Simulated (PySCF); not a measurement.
PySCF input file for C9H8SSe, SMILES Cc1ccsc1-c1ccc[se]1, HF/pcSseg-1. Geometry: PBE-D3(BJ)/def2-SVP. This is a generated structure with no PubChem entry under its InChIKey; it may be hypothetical. One conformer was computed; it need not be the lowest.

```python
import numpy as np
from pyscf import gto, scf, dft
from pyscf.prop.nmr import rhf as nmr

mol = gto.M(
    atom='''
    C    -1.73029533   -1.51192121   -1.18195491
    C    -1.88805059   -0.14540343   -0.57984493
    C    -3.12878329    0.56777844   -0.57834798
    C    -3.05770279    1.80631067    0.02512797
    S    -1.46568507    2.13478250    0.60997244
    C    -0.86137242    0.58345578    0.04102026
    C     0.53202300    0.26013712    0.26429469
    C     1.49344812    1.04932667    0.89158295
    C     2.80097033    0.49054479    0.98254520
    C     2.93784354   -0.76664910    0.43231398
    Se    1.32668987   -1.37932961   -0.28747559
    H    -2.68781596   -1.86505016   -1.61006610
    H    -1.40392538   -2.26270075   -0.43005849
    H    -0.97576699   -1.52225416   -1.99808260
    H    -4.05109437    0.16298789   -1.01848122
    H    -3.85408050    2.54793576    0.15986141
    H     1.24707832    2.04507723    1.28997180
    H     3.64002889    1.02119439    1.45598201
    H     3.84059821   -1.38798198    0.38506073
    ''',
    basis='pcSseg-1',
    charge=0,
    spin=0,
    max_memory=1600,
    verbose=3,
)
mf = scf.RHF(mol).density_fit(auxbasis='def2-universal-jkfit')
mf.conv_tol = 1e-10
mf.max_cycle = 100
mf.kernel()
n = nmr.NMR(mf)
n.verbose = 2
n.max_cycle_cphf = 60
sigma = n.kernel()
print('atom   isotropic/ppm   span/ppm')
for i, s in enumerate(sigma):
    w = np.linalg.eigvalsh((s + s.T) / 2)
    print(f'{mol.atom_symbol(i):2s}{i + 1:3d} {w.mean():14.3f} {w[2] - w[0]:11.3f}')
```

Program output:

```
converged SCF energy = -3142.41723126349
atom   isotropic/ppm   span/ppm
C   1        173.118      18.628
C   2         48.202     188.355
C   3         52.371     182.307
C   4         50.619     216.522
S   5        330.682     237.877
C   6         41.794     178.471
C   7         27.960     203.389
C   8         61.359     174.928
C   9         53.206     206.701
C  10         42.514     224.971
Se 11       1326.895     549.326
H  12         28.962      14.256
H  13         29.074      10.482
H  14         29.070      10.455
H  15         24.589       7.287
H  16         24.226       6.345
H  17         23.935      11.382
H  18         24.259       8.864
H  19         23.717       7.378
```

The run converged.
